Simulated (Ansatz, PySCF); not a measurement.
Breaking a bond: AlN, triplet.

- ROHF/cc-pVTZ (PySCF)
- UCCSDT(Q) = Ansatz (an electronic-structure program) with CCSDT(Q) on UHF/cc-pVTZ, frozen core

Energies relative to the lowest point of each curve near equilibrium, in kcal/mol:

| R / Å | ROHF |
|---|---|
| 1.42 | 70.6 |
| 1.50 | 38.6 |
| 1.59 | 16.8 |
| 1.66 | 7.1 |
| 1.74 | 1.4 |
| 1.79 | 0.0 |
| 1.87 | 0.1 |
| 1.89 | 0.5 |
| 1.99 | 3.9 |
| 2.09 | 9.1 |
| 2.23 | 17.7 |
| 2.37 | 27.0 |

Estimate the UCCSDT(Q) values at these points.

1.42: 69.2; 1.50: 36.9; 1.59: 14.9; 1.66: 17.9; 1.74: 7.6; 1.79: 3.7; 1.87: 0.4; 1.89: 0.0; 1.99: 0.1; 2.09: 2.5; 2.23: 8.0; 2.37: 14.6 (kcal/mol).

The scan ran from 1.42 to 7.13 Å; beyond the distances shown one of the unrestricted levels run for this scan, shown here or not, changes its spin distribution in one step. The unrestricted determinant behind UCCSDT(Q) is spin-contaminated at 1.59 to 1.89, 2.37 Å (<S²> up to 2.2, against 2.00 for a pure triplet).
